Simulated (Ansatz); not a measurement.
Mulliken charges of H6SSiSn, SMILES `S[SiH2][SnH3]` from B3LYP/def2-TZVPP in Ansatz (PBE0-D4/def2-TZVP geometry).

| atom | x (Å) | y (Å) | z (Å) | charge (e) |
| --- | --- | --- | --- | --- |
| S1 | -2.302 | 0.704 | -0.721 | -0.258 |
| Si2 | -0.274 | 1.130 | -0.169 | 0.172 |
| Sn3 | 0.942 | -0.999 | 0.581 | 0.452 |
| H4 | -1.984 | -0.254 | -1.608 | 0.110 |
| H5 | 0.464 | 1.791 | -1.280 | -0.055 |
| H6 | -0.399 | 2.097 | 0.951 | -0.051 |
| H7 | 0.779 | -2.191 | -0.632 | -0.127 |
| H8 | 2.608 | -0.723 | 0.841 | -0.123 |
| H9 | 0.255 | -1.601 | 2.021 | -0.119 |

Problem. By hand: the dipole of these point charges (1 e Å = 4.8032 D).

Solution. Σ q r = (0.299, -0.115, 0.001) e Å, of length 0.320 e Å = 1.54 D.

Problem. How does the dipole of the full density compare? (Estimate.)

Solution. The calculation gave: (0.143, -0.037, -0.068) e Å, 0.78 D; the point charges give 1.97 times that, at 26° from its direction.

Point charges leave out the atoms' own dipoles, such as those of lone pairs, and Mulliken's split depends on the basis, so the two needn't agree.

B3LYP here is the variant with VWN-RPA as its local correlation; programs differ in this.
